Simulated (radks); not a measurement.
Dy XXXVII, 30 electrons, occupied as [Ar] 3d10 4s2 (the NIST ground configuration).

Calculated with a radial shooting solver on a logarithmic mesh with Libxc functionals: non-relativistic Kohn-Sham, LB94 model potential, spin-polarised, spherical densities, point nucleus; relativity is left out, which matters for an element this heavy.

Energy parts (eV):
part                  energy
kinetic            296618.23
electron-nucleus  -653149.76
Hartree             65629.58
(The LB94 potential has no energy functional, so no total or exchange-correlation energy is given.)

Orbitals (lengths in bohr, moments of r in powers of bohr):
orbital  occ.  eigenvalue (eV)      <r>
1s          2        -51901.81  0.02295
2s          2        -9588.287  0.09731
2p          6        -9221.273  0.08243
3s          2        -3224.003   0.2467
3p          6        -3059.283   0.2360
3d         10        -2756.508   0.2076
4s          2        -1576.754   0.4863

The highest occupied level is 4s at -1576.8 eV. Summed over all electrons, <r^2> = 1.629 bohr^2, which gives a Langevin (diamagnetic) susceptibility term of -1.29 x 10^-6 cm^3/mol. For comparison, the ionisation energy in NIST's Atomic Spectra Database is 1638 eV (theoretical). In exact Kohn-Sham theory the highest level is minus the ionisation energy, but local and semilocal functionals leave it too shallow, through self-interaction and a potential that decays too fast; potentials with the right tail come closer.
